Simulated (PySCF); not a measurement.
UHF on Ni(2+) (nickel, charge +2)

Configuration: [Ar] 3d7 4s1, high-spin 5F determinant (an excited configuration). Computed with PySCF 2.14 in ANO-RCC-VTZP (6s5p3d2f1g, 59 functions), with the spin-free X2C one-electron Hamiltonian (Gaussian nucleus).

```json
{
 "Total energy": "-1518.040091 hartree",
 "One-electron energy": "-2080.9850 hartree",
 "Hartree (Coulomb) energy": "624.8270 hartree",
 "Exchange energy": "-61.8820 hartree",
 "⟨S²⟩": "6.0023",
 "⟨L²⟩": "12.025",
 "Sum of ⟨r⟩": "16.77 bohr",
 "Sum of ⟨r²⟩": "20.58 bohr²",
 "Langevin diamagnetic susceptibility": "-16.3 ×10⁻⁶ cm³/mol"
}
```

```json
{"shell": "1s α", "electrons": "1", "mean orbital energy (eV)": "-8430.8", "spread (eV)": "0", "rms radius, mean of both spins (bohr)": "0.0624"}
{"shell": "1s β", "electrons": "1", "mean orbital energy (eV)": "-8430.6", "spread (eV)": "0", "rms radius, mean of both spins (bohr)": "0.0624"}
{"shell": "2s α", "electrons": "1", "mean orbital energy (eV)": "-1081.7", "spread (eV)": "0", "rms radius, mean of both spins (bohr)": "0.265"}
{"shell": "2s β", "electrons": "1", "mean orbital energy (eV)": "-1078.3", "spread (eV)": "0", "rms radius, mean of both spins (bohr)": "0.265"}
{"shell": "2p α", "electrons": "3", "mean orbital energy (eV)": "-930.87", "spread (eV)": "0", "rms radius, mean of both spins (bohr)": "0.238"}
{"shell": "2p β", "electrons": "3", "mean orbital energy (eV)": "-927.64", "spread (eV)": "0", "rms radius, mean of both spins (bohr)": "0.238"}
{"shell": "3s α", "electrons": "1", "mean orbital energy (eV)": "-168.51", "spread (eV)": "0", "rms radius, mean of both spins (bohr)": "0.790"}
{"shell": "3s β", "electrons": "1", "mean orbital energy (eV)": "-159.65", "spread (eV)": "0", "rms radius, mean of both spins (bohr)": "0.790"}
{"shell": "3p α", "electrons": "3", "mean orbital energy (eV)": "-122.55", "spread (eV)": "0", "rms radius, mean of both spins (bohr)": "0.837"}
{"shell": "3p β", "electrons": "3", "mean orbital energy (eV)": "-112.32", "spread (eV)": "0", "rms radius, mean of both spins (bohr)": "0.837"}
{"shell": "3d α", "electrons": "5", "mean orbital energy (eV)": "-48.674", "spread (eV)": "1.619", "rms radius, mean of both spins (bohr)": "1.01"}
{"shell": "3d β", "electrons": "2", "mean orbital energy (eV)": "-44.563", "spread (eV)": "0", "rms radius, mean of both spins (bohr)": "1.01"}
{"shell": "4s α", "electrons": "1", "mean orbital energy (eV)": "-27.177", "spread (eV)": "0", "rms radius, mean of both spins (bohr)": "2.75"}
```

Densities and radii are taken from the X2C orbitals without a picture-change correction, which distorts them close to the nucleus.

Spin-orbit constants ζ (cm⁻¹) from the X2C one-electron operator on these orbitals: bare nucleus, nucleus screened by l(l+1)(2l+1)/3 electrons, and screened by the Breit-Pauli mean field of the electrons.

```json
{"shell": "2p", "bare": "98460", "screened nucleus": "91420", "mean field": "n/a"}
{"shell": "3p", "bare": "12570", "screened nucleus": "11670", "mean field": "n/a"}
{"shell": "3d", "bare": "1259", "screened nucleus": "809.6", "mean field": "n/a"}
```

To first order the Landé constant is A = -202.4 cm⁻¹, so the lowest level has J = 5 and lies 0.151 eV below the centre of the term. This holds in LS coupling only.
